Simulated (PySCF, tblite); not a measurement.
Species: C6H10AlF.
Structure used (GFN2-xTB), in Å, numbered top down from 1:
```
atom  x, y, z in Å
C1     3.1536   -0.1459   -1.0114
C2     2.3018    0.7934   -0.2132
C3     1.0061    0.7360   -0.1524
C4    -0.2858    0.6773   -0.0836
C5    -1.1043   -0.1231    0.8810
C6    -2.0096   -1.0969    0.0947
Al7   -2.7211    0.0114   -1.4144
F8    -3.6381    1.3646   -1.1739
H9     2.5479   -0.9226   -1.4703
H10    3.6759    0.4031   -1.7945
H11    3.9030   -0.6080   -0.3698
H12    2.8331    1.5621    0.3354
H13   -0.8975    1.2470   -0.8049
H14   -0.4543   -0.6554    1.5796
H15   -1.7322    0.5663    1.4567
H16   -2.7031   -1.5733    0.7974
H17   -1.3875   -1.9070   -0.3081
H18   -2.4966   -0.3227   -2.8893
```

Jobs on this species (18 atoms, 68 electrons) with PySCF (density fitting) and tblite. Hardware of each: an Arm Neoverse V2 with one thread, no GPU (shared host). The host was shared with other jobs, so the times are rough.

```json
{"level and settings": "CAM-B3LYP/def2-SVPD", "work": "8 singlets by full TDDFT, 3 Tamm–Dancoff triplets, polarisability", "basis functions": "247", "SCF cycles": "?", "wall time": "?"}
{"level and settings": "GFN2-xTB", "work": "L-BFGS relaxation", "basis functions": "–", "SCF cycles": "–", "wall time": "0.88 s"}
{"level and settings": "PBE0/pcSseg-1", "work": "shieldings, charges and field gradients, density and orbital grids written", "basis functions": "193", "SCF cycles": "?", "wall time": "?"}
{"level and settings": "GFN2-xTB", "work": "Hessian by finite differences", "basis functions": "–", "SCF cycles": "–", "wall time": "0.56 s"}
```

Q: Fill in the missing figures.

A: 
- CAM-B3LYP/def2-SVPD; 8 singlets by full TDDFT, 3 Tamm–Dancoff triplets, polarisability: 75 s, 12 SCF cycles
- PBE0/pcSseg-1; shieldings, charges and field gradients, density and orbital grids written: 41 s, 14 SCF cycles

Q: What do all jobs in the table cost together?

A: About 2.0 min; the longest takes about 64 % of that, and about 130 times as long as the shortest.
